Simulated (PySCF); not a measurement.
Start geometry of Ta(NMe)(SMe)3 (`C[N]=[Ta]([S]C)([S]C)[S]C`) from GFN2-xTB (Å):
```
atom  x, y, z in Å
Ta1    0.020   -0.068   -1.086
N2     0.000   -0.006    0.679
C3     0.001   -0.011    2.064
H4     1.022    0.576    2.443
H5    -0.859    0.419    2.476
H6     0.136   -1.018    2.454
S7     1.845   -1.264   -1.968
C8     2.777   -1.923   -0.568
H9     3.038   -1.108    0.151
H10    3.588   -2.470   -0.918
H11    2.060   -2.638    0.012
S12    0.098    2.267   -1.918
C13    0.212    3.409   -0.546
H14   -0.577    3.242    0.197
H15    0.283    4.363   -0.900
H16    1.244    3.200   -0.014
S17   -2.098   -0.957   -1.851
C18   -3.092   -1.420   -0.350
H19   -2.520   -2.206    0.207
H20   -4.086   -1.826   -0.693
H21   -3.280   -0.545    0.202
```

Q: What comes out of this run: PySCF, PBE0-D3(BJ)/def2-SVP geometry optimisation, gas phase, def2 core potentials past Kr?

A: 
```
atom  x, y, z in Å
Ta1   -0.0267   -0.0528   -1.1752
N2     0.0601    0.0485    0.5791
C3     0.1041    0.1004    1.9934
H4     0.8531    0.8314    2.3450
H5    -0.8733    0.3962    2.4140
H6     0.3690   -0.8819    2.4228
S7     2.0157   -1.0419   -1.9021
C8     2.6564   -2.0256   -0.5050
H9     2.8562   -1.3782    0.3583
H10    3.5935   -2.4950   -0.8336
H11    1.9426   -2.8104   -0.2230
S12   -0.3019    2.1768   -1.9629
C13    0.2441    3.3076   -0.6414
H14   -0.3691    3.1672    0.2577
H15    0.1177    4.3338   -1.0122
H16    1.3014    3.1401   -0.3995
S17   -1.9114   -1.4293   -1.6506
C18   -3.0282   -1.3473   -0.2105
H19   -2.5233   -1.7251    0.6878
H20   -3.8980   -1.9806   -0.4316
H21   -3.3688   -0.3179   -0.0402
```

The energy falls by 1.065 eV over 16 energy and gradient evaluations, the largest force component goes from 0.0898 to 3.9e-04 Eh/bohr, and the atoms move by 0.287 Å rms after alignment. The bond that changes most is C3–H4 (ends: carbon bonded to N and 3 H; hydrogen on carbon), which shortens by 0.133 Å. Bonds longer at the end by more than 0.005 Å: 9 of 20; shorter: 10. Among the angles that change most is S12–Ta1–S17, from 105.5° to 112.6°. Among the dihedrals that turn most is S17–Ta1–S7–C8, from -121° to -91°. Rotational constants go from 631.1, 621.8, 485.6 to 653.2, 638.3, 492.4 MHz. The orientation of the end geometry is arbitrary; only internal coordinates are fixed.

The run used 216 basis functions and 132 SCF cycles in all. Hardware: an Arm Neoverse V1 with one thread, shared host. Cost: 11 min, 1.3 GiB resident at most.

No frequency check.
